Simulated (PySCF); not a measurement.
ClGeH6NSi, SMILES [GeH3][Si@@H](N)Cl. The structure is a stationary point at PBE-D3(BJ)/def2-SVP. The structure was generated by enumeration; whether it is a known compound was not checked. One conformer was computed; it need not be the lowest.

Question: Give the equilibrium geometry at PBE-D3(BJ)/def2-SVP (PySCF confirms it by a frequency run) as a Z-matrix. (The exact figures need the calculation; the answer reports its results.)

Answer: This is not unique; one that fits is 
```
Si
N 1 1.7333
H 2 1.0238 1 118.61
H 2 1.0245 3 110.19 1 -141.90
H 1 1.4996 2 107.02 3 174.88
Cl 1 2.1156 5 105.92 2 -123.39
Ge 1 2.3840 5 114.91 2 120.20
H 7 1.5494 1 110.96 5 66.85
H 7 1.5522 8 108.84 1 123.38
H 7 1.5533 8 108.25 9 117.34
```
Charge 0, spin multiplicity 1.
